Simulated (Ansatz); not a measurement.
Mulliken charges of `FB[O][InH2]` from ωB97M-V/def2-TZVPP in Ansatz (PBE0-D4/def2-TZVP geometry).

```csv
atom,x (Å),y (Å),z (Å),charge (e)
F1,-0.113,-1.450,0.494,-0.327
B2,1.015,-0.662,0.658,0.293
O3,0.954,0.557,0.180,-0.484
In4,-0.911,0.810,-0.671,0.615
H5,1.934,-1.176,1.223,0.032
H6,-2.004,1.479,0.449,-0.065
H7,-0.874,0.444,-2.333,-0.065
```

By hand: the dipole of these point charges (1 e Å = 4.8032 D).

Σ q r = (-0.439, 0.346, -0.307) e Å, of length 0.638 e Å = 3.06 D.

How does the dipole of the full density compare? (Best estimate.)

Computed: (-0.368, 0.220, -0.231) e Å, 2.34 D; the point charges give 1.31 times that, at 6° from its direction.

Point charges leave out the atoms' own dipoles, such as those of lone pairs, and Mulliken's split depends on the basis, so the two needn't agree.
